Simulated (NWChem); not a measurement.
sulfur hexafluoride (SF$_{6}$); SMILES FS(F)(F)(F)(F)F

```xyz
7

F      0.7586     0.9940    -1.0127
S      0.0000     0.0000     0.0000
F      1.4072    -0.6747     0.3919
F     -0.1825    -1.0704    -1.1874
F     -1.4072     0.6747    -0.3919
F      0.1825     1.0704     1.1874
F     -0.7586    -0.9940     1.0127
```
Atoms are numbered in this order, from 1.

Level: PBE-D3(BJ)/def2-SVP (NWChem), optimised geometry, unscaled harmonic frequencies. 

Question: List the harmonic frequencies with IR intensities, and the thermochemistry.

Answer: 
```
frequency (cm⁻¹)  IR intensity (km/mol)
----------------  ---------------------
319                                 0.0
319                                 0.0
319                                 0.0
471                                 0.0
471                                 0.0
471                                 0.0
562                                27.6
562                                27.6
562                                27.6
635                                 0.0
635                                 0.0
717                                 0.0
967                               400.6
967                               400.6
967                               400.7
```

```json
{
  "zero_point_energy": "12.8 kcal/mol",
  "thermal correction to the enthalpy at 298.15 K (with zero-point energy)": "17.0 kcal/mol",
  "heat capacity Cv": "22.1 cal/(mol K)",
  "entropy at 298.15 K and 1 atm (symmetry number 24)": "70.9 cal/(mol K)",
  "dipole_moment": "0.00 D"
}
```

Rigid rotor and harmonic oscillator.
